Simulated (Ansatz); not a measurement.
Computed against measured: atomisation enthalpy at 298 K

6 molecules holding Si, Ge, B, Al, Ga, P or As; the atomisation enthalpy at 298 K in kJ/mol, computed less measured. Shapes, held fixed at every level: PBE0-D4/def2-TZVP. Flexible molecules stand in one conformer, not always the lowest. Thermal terms are harmonic and unscaled (PBE0-D4/def2-TZVP); the spin-orbit lowering of the free atoms is taken from their spectra. Programs: Ansatz 0.2.0. Measured values: CRC Handbook of Chemistry and Physics, NIST-JANAF tables.

Levels: A = HF/def2-SVP; B = r2SCAN0-D4/def2-TZVPP; C = MP2/def2-TZVPP; D = CCSDT/STO-3G.

```csv
molecule,from tabulated heats,A,B,C,D
AsF3 (arsenic trifluoride),1326,-598,-60,+41,-617
BHF2 (SMILES FBF),1681,-362,-31,+34,-118
B(OH)O,1847,-559,-67,+24,-274
SiH3Cl (chlorosilane),1367,-336,-11,-36,+201
GeH4 (germane),1153,-280,+13,-25,+420
PH2(PH2) (diphosphine),1484,-542,-24,-104,+140
```

Q: Sum up the errors.

A: 
```json
{"level": "HF/def2-SVP", "kind": "Hartree–Fock", "mean error": "-446.2", "mean absolute error": "446.2", "worst case": "AsF3"}
{"level": "r2SCAN0-D4/def2-TZVPP", "kind": "global hybrid", "mean error": "-30.0", "mean absolute error": "34.3", "worst case": "B(OH)O"}
{"level": "MP2/def2-TZVPP", "kind": "perturbation theory", "mean error": "-11.0", "mean absolute error": "44.0", "worst case": "PH2(PH2)"}
{"level": "CCSDT/STO-3G", "kind": "coupled cluster or CI", "mean error": "-41.3", "mean absolute error": "295.0", "worst case": "AsF3"}
```

On this set r2SCAN0-D4/def2-TZVPP has the smallest mean absolute error and HF/def2-SVP the largest. HF/def2-SVP is too low in 6 of 6; r2SCAN0-D4/def2-TZVPP is too low in 5 of 6. The heats of SiH3Cl (chlorosilane), PH2(PH2) (diphosphine) come from older tables and can be uncertain by 10 kJ/mol or more. Heats of the atoms come from ATcT where it has them, that of boron, 570 kJ/mol, from recent work. The levels differ in basis as well as in method. With so many references in doubt the order of the levels isn't settled. The tabulated values of AsF3, BHF2, B(OH)O are in doubt (older tables, estimates, or at odds with other calculations) and kept here. Over the 3 molecules whose values aren't doubted the mean absolute errors are A 386.0; B 16.0; C 55.0; D 253.7. Hartree–Fock lacks correlation and underbinds. Correlated wave functions converge slowly with the basis. Relativity is left out for As, Ge. Outer-core shells of As, Ge are correlated, in sets that cover them unevenly. The set is small.
